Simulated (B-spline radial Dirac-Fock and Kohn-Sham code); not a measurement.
**Yb⁵⁴⁺: eigenvalues, ΔSCF and the reference**

System: ytterbium as Yb⁵⁴⁺, [Ne] 3s2 3p4.

The density-functional columns are spherical, spin-unpolarised Dirac-Kohn-Sham results without Breit or QED terms: −ε is minus the orbital energy of the initial state and ΔSCF the difference of two total energies. The reference in the last column comes from multi-electron Dirac-Fock with separately optimised hole states, Breit and Lamb-shift corrections added in first order. All numbers are from an atomic code on a B-spline grid, in eV; a selection of levels is shown. The Kohn-Sham columns are given as differences from the reference. For the 1s level of heavy atoms much of the gap between ΔSCF and the reference is the Breit and QED part, -290.7 eV here; for other levels the error of the functional can be larger.

| level | LDA −ε − DF | LDA ΔSCF − DF | Dirac-Fock |
| --- | --- | --- | --- |
| 1s | -287.3 | +279.7 | 65371.5 |
| 2s | -177.3 | -38.9 | 14363.2 |
| 2p1/2 | -129.6 | +38.1 | 13887.4 |
| 3s | -62.2 | -4.4 | 5669.4 |
| 3p | -49.4 | +9.9 | 5313.0 |

Values without a named source are computed, but for edge energies of neutral atoms, which are taken from tables.
